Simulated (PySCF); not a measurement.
Au(Cl)(CO) (CAuClO), SMILES [O+]#[C-]->[Au][Cl], multiplicity 1. Atoms are numbered in the order given.

```xyz
4

Au     0.0000     0.0000     0.0240
Cl     0.0000     0.0000    -2.2283
O      0.0000     0.0000     3.0553
C      0.0000     0.0000     1.9237
```
Charge 0, spin multiplicity 1.

The structure is a stationary point at PBE0-D3(BJ)/def2-SVP. The spin state was assumed, not searched. The isomer is the one that the SMILES or the coordinates give; other isomers of the formula were not compared. The def2 effective core potentials stand for the cores of Au; spin–orbit coupling is left out.

These are PBE/def2-TZVPD (PySCF) values and carry that method's errors.

Mulliken values depend strongly on the basis, most of all with diffuse functions as here. ESP charges are fitted to the potential on shells at 1.4 to 2.0 van der Waals radii. Atomic charges (e):

```
atom  ESP fit  Mulliken
----  -------  --------
Au1      0.04      0.02
Cl2     -0.22     -0.45
O3      -0.10     -0.16
C4       0.28      0.59
```
